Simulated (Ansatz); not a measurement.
**Reading a saddle point**

A first-order saddle point of SiH4BrOF, closed shell, PBE0-D4/def2-TZVP, with one imaginary mode of 298i cm⁻¹:

Si1  (-0.528, -0.103, -0.108)
F2  (1.350, 0.036, 0.377)
H3  (-0.392, -1.363, -0.854)
H4  (-1.642, 0.796, -0.442)
O5  (-0.861, -0.322, 1.479)
H6  (1.575, 0.550, -0.512)
Br7  (0.756, 1.242, -1.958)
H8  (-0.257, -0.837, 2.018)
(Å)

Computed with Ansatz 0.2.0 (basis: def2-TZVPP and def2-QZVPP); correlated methods freeze the cores. Filled d shells of the heavier atoms are correlated. The def2 sets are not built for correlating such inner shells, so the correlated values are less sure here. Extrapolation: Hartree–Fock as exp(−7.88 √X), correlation as X^−2.97.

(1) Which contacts change along the imaginary mode, and what lies on either side? (Judge from chemistry; the calculation decides.)

(2) Which side is lower, and how far does the saddle lie above each? (An estimate is asked for; the value comes from the calculation.)

T1 diagnostic: at most 0.011.

Answers

(1) Computed: The step is SiH₃OF ([OH][SiH2][F]) + HBr → SiH₃BrO ([OH][SiH2][Br]) + HF, with the molecules in contact on both sides. Shortening one way: Si1–Br7, F2–H6; lengthening the same way: Si1–F2, H6–Br7.
| pair | one side (Å) | saddle (Å) | other side (Å) |
| --- | --- | --- | --- |
| Si1–Br7 | 3.94 | 2.62 | 2.26 |
| F2–H6 | 2.23 | 1.05 | 0.93 |
| Si1–F2 | 1.61 | 1.94 | 3.42 |
| H6–Br7 | 1.43 | 1.80 | 2.38 |

(2) By the calculation: The side with Si1–F2, H6–Br7 short is lower by 37.5 kJ/mol; the saddle lies 162.1 kJ/mol above it and 124.6 kJ/mol above the other (CCSD(T) at an estimated basis limit (MP2 extrapolated from triple and quadruple zeta, plus CCSD(T) − MP2 in triple zeta); electronic energies).

Labels in which every atom is bracketed show which atoms are joined, not bond orders.

For scale, one of the runs: CCSD(T)/def2-TZVPP, 208 basis functions, launched by `ansatz run in.yaml --threads 4 --pin off --events-out ev --progress --plain --max-ram 9574MiB`. Hardware: 4 CPU threads of an Arm Neoverse V1, shared host. Wall time 110 s; peak host memory 2.9 GiB.
